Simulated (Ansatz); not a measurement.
Input (CCSDT(Q)/aug-cc-pVDZ; Ansatz, an electronic-structure program):

Ansatz 0.2 input:
```yaml
crystal:
  periodic: [false, false, false]
  atoms:
    - {symbol: B, position_ang: [-0.00000000, -0.00000000, -0.65016523]}
    - {symbol: F, position_ang: [0.00000000, 0.00000000, 0.56413896]}
    - {symbol: H, position_ang: [-0.00000000, -0.00000000, -1.82642451]}
basis:
  gaussian:
    orbitals: aug-cc-pVDZ
total_charge: 1
magnetization: {spin_polarized: false}
correlation: {method: ccsdt_q, electrons: outside_noble_gas}
```

Output:

```
Functional definition: HF
integrals: 0.03 GiB planned
869 factors; integrals over basis functions are off by at most 2.6e-7 eV
mean field: 0.11 GiB planned
mean field evaluation 1: about -3379.0041 eV, gradient 6.2e1 eV
mean field evaluation 2: about -3379.0055 eV, gradient 6.2e1 eV
mean field evaluation 4: about -3385.3851 eV, gradient 2.4e0 eV
mean field evaluation 8: about -3385.4081 eV, gradient 7.6e-2 eV
mean field evaluation 16: about -3385.4066 eV, gradient 3.1e-1 eV
mean field -3385.40815328 eV, -124.4114549210 hartree, gradient 2.1e-6 eV, S^2 0.000000; 0 other end points of the search recorded, 0 dependent functions left out
2 core orbitals not correlated
reference -3385.40815328 eV, -124.4114549210 hartree; 5, 5 occupied and 48, 48 virtual orbitals, 869 factors
second order -7.11169109 eV of doubles, -0.00000000 eV of singles
coupled cluster: 0.46 GiB planned
cycle   1  -7.12156856 eV  change   -9.9e-3 eV  update   8.6e-2
cycle   2  -7.41870405 eV  change   -3.0e-1 eV  update   4.7e-2
cycle   3  -7.59221963 eV  change   -1.7e-1 eV  update   1.8e-2
cycle   4  -7.58189043 eV  change    1.0e-2 eV  update   5.6e-3
cycle   5  -7.57050364 eV  change    1.1e-2 eV  update   2.8e-3
cycle   6  -7.57413640 eV  change   -3.6e-3 eV  update   6.4e-4
cycle   7  -7.57473192 eV  change   -6.0e-4 eV  update   2.1e-4
cycle   8  -7.57457556 eV  change    1.6e-4 eV  update   7.8e-5
cycle   9  -7.57454618 eV  change    2.9e-5 eV  update   2.2e-5
cycle  10  -7.57456173 eV  change   -1.6e-5 eV  update   9.0e-6
cycle  11  -7.57454134 eV  change    2.0e-5 eV  update   3.4e-6
cycle  12  -7.57454369 eV  change   -2.3e-6 eV  update   1.3e-6
cycle  13  -7.57454381 eV  change   -1.2e-7 eV  update   4.7e-7
perturbative correction -0.01176498 eV, -0.0004323549 hartree
Total energy: -3392.99446207 eV, -124.6902466267 hartree
```
